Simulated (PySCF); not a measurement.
Sn(H)(F)2(vinyl) (C2H4F2Sn), SMILES [CH]([SnH]([F])[F])=C. Heavy atoms are numbered as in [SnH:1]([F:2])([F:3])[CH:4]=[CH2:5]. Hydrogens are named by the atom that carries them.

The structure is a stationary point at PBE0-D3(BJ)/def2-SVP. The structure was generated by enumeration; whether it is a known compound was not checked. The def2 effective core potentials stand for the cores of Sn; spin–orbit coupling is left out. Other conformers were not sampled.

The numbers are results of PBE/def2-TZVP in PySCF, not measurements.

ESP charges are fitted to the potential on shells at 1.4 to 2.0 van der Waals radii. Atomic charges (e), one atom of each kind:

| atom | Löwdin | ESP fit | Mulliken |
|---|---|---|---|
| Sn1 (SnH) | 0.67 | 0.88 | 1.12 |
| F2 | -0.24 | -0.37 | -0.45 |
| C4 (CH) | -0.35 | -0.32 | -0.35 |
| C5 (CH2) | -0.20 | -0.32 | -0.23 |
| H on Sn1 | -0.05 | -0.08 | -0.04 |
| H on C4 | 0.15 | 0.21 | 0.14 |
| H on C5 | 0.13 | 0.16 | 0.13 |
